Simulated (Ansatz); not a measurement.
Molecule: C₂H₁₀O₄Si₂, net charge 0, singlet state. 
Structure (B3LYP-D3(BJ)/def2-TZVP (Ansatz, a first-principles code) minimum search):
```
O
Si 1 1.6170
O 2 1.6350 1 114.49
H 3 0.9603 2 117.04 1 85.67
O 2 1.6381 1 105.75 3 -117.65
H 5 0.9603 2 117.22 1 167.67
O 2 1.6384 1 109.17 5 -123.53
H 7 0.9602 2 117.32 1 36.35
Si 1 1.6574 2 138.90 3 85.20
H 9 1.4834 1 105.92 2 -160.28
C 9 1.8653 10 110.10 1 117.84
H 11 1.0919 9 111.19 10 -57.18
H 11 1.0922 12 108.17 9 121.07
H 11 1.0927 12 107.90 13 116.92
C 9 1.8655 10 110.25 1 -118.70
H 15 1.0916 9 111.13 10 59.78
H 15 1.0922 16 108.01 9 -121.24
H 15 1.0927 16 108.07 17 -116.79
```
Charge 0, spin multiplicity 1.

Property: atomisation energy (electronic, to ground-state atoms); the coupled-cluster value holds the core correlation from cc-pwCVTZ, in kcal/mol. Correlated levels leave the core frozen unless marked. Open shells are spin-unrestricted. Spin-orbit coupling is left out. No relativistic terms. Basis-set limits of correlation are two-point, X^-3; Hartree-Fock from the larger set. [CCSD(T)-MP2]/basis is that difference in the basis named.

Level to compare with: RI-MP2/CBS(aug-cc-pV(T+d)Z,aug-cc-pV(Q+d)Z)+[CCSD(T)-MP2]/aug-cc-pV(T+d)Z plus the core term (Ansatz), 1759.3 kcal/mol. It is a level with limits of its own, and the differences hold the functionals' basis error too.

**Question.** Rank these functionals by how close they come to RI-MP2/CBS(aug-cc-pV(T+d)Z,aug-cc-pV(Q+d)Z)+[CCSD(T)-MP2]/aug-cc-pV(T+d)Z, closest first: CAM-B3LYP/def2-TZVPD (Ansatz); PBE/def2-TZVPD (Ansatz); SVWN5/def2-TZVPD (Ansatz).

**Answer.** PBE/def2-TZVPD (GGA, 1745.0 kcal/mol, difference -14.3), CAM-B3LYP/def2-TZVPD (range-separated hybrid, 1739.3 kcal/mol, difference -20.0), SVWN5/def2-TZVPD (LDA, 1978.4 kcal/mol, difference 219.1)
